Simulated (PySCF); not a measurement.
SMILES CB(C)[SiH2][Si](Cl)(Cl)Cl, GFN2-xTB optimised geometry.

```
16

Si    -1.10     2.05     2.23
Cl     0.69     2.07     3.22
Cl    -1.94     3.87     2.58
Cl    -2.25     0.70     3.26
Si    -0.83     1.40     0.00
B      0.15    -0.31     0.00
C     -0.64    -1.65     0.14
C      1.73    -0.31     0.00
H     -2.18     1.39    -0.58
H     -0.18     2.54    -0.67
H     -1.31    -1.80    -0.72
H     -0.03    -2.54     0.23
H     -1.31    -1.62     1.00
H      2.18    -1.27    -0.21
H      2.05    -0.02     1.00
H      2.16     0.43    -0.67
```

Density from PBE0/def2-TZVP run with PySCF at that geometry.

Minimum of the electron density along straight lines between bonded atoms, close to the bond critical point (lines longer than 1.1 times the sum of covalent radii, or with two minima, are not listed):

| bond | length / Å | ρ at the minimum / e bohr⁻³ | ∇²ρ there / e bohr⁻⁵ | position (fraction from the first atom) |
|---|---|---|---|---|
| Si1–Cl2 | 2.046 | 0.102 | 0.23 | 0.36 |
| Si1–Cl3 | 2.031 | 0.105 | 0.25 | 0.36 |
| Si1–Cl4 | 2.045 | 0.102 | 0.23 | 0.36 |
| Si1–Si5 | 2.343 | 0.090 | -0.10 | 0.64 |
| Si5–B6 | 1.970 | 0.118 | -0.04 | 0.39 |
| B6–C7 | 1.573 | 0.186 | -0.30 | 0.33 |
| B6–C8 | 1.572 | 0.186 | -0.30 | 0.33 |
| Si5–H9 | 1.476 | 0.120 | 0.19 | 0.49 |
| Si5–H10 | 1.476 | 0.120 | 0.19 | 0.49 |
| C7–H11 | 1.091 | 0.269 | -0.89 | 0.64 |
| C7–H12 | 1.088 | 0.276 | -0.93 | 0.64 |
| C7–H13 | 1.091 | 0.270 | -0.89 | 0.64 |
| C8–H14 | 1.088 | 0.275 | -0.93 | 0.64 |
| C8–H15 | 1.093 | 0.266 | -0.87 | 0.64 |
| C8–H16 | 1.089 | 0.273 | -0.91 | 0.64 |
